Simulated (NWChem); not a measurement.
# Basis-set convergence for FISi

```xyz
3

Si    -1.2034    -1.2357     0.0000
F     -0.1399    -2.4929     0.0000
I      0.3416     0.7497     0.0000
```
Charge 0, spin multiplicity 1.

Program: NWChem. Structure: optimised with PBE/def2-SVP with def2 effective core potentials on I, a minimum by its harmonic frequencies.

Quantity: dipole moment at the level PBE.

Effective core potentials replace the inner electrons of I; spin-orbit coupling is left out. The structure started from a generated list of species.

Costs are rough ratios of processor time within this set of runs, SCF included, with def2-SVP as 1.

```tsv
basis	functions	dipole moment (D)	relative cost
def2-SVP	58	1.09	1
def2-SVPD	82	1.06	under 3
def2-TZVP	118	1.07	3
def2-TZVPP	123	1.08	4
def2-TZVPD	142	1.05	6
def2-QZVP	209	1.06	50
```

Smallest basis within 0.1 D of def2-QZVP, the largest set run: def2-SVP, with 58 functions against 209 and about 2 % of the time (also within reach: def2-SVPD, def2-TZVP, def2-TZVPP, def2-TZVPD). def2-QZVP isn't the basis-set limit itself, and a small set can land close by cancellation.
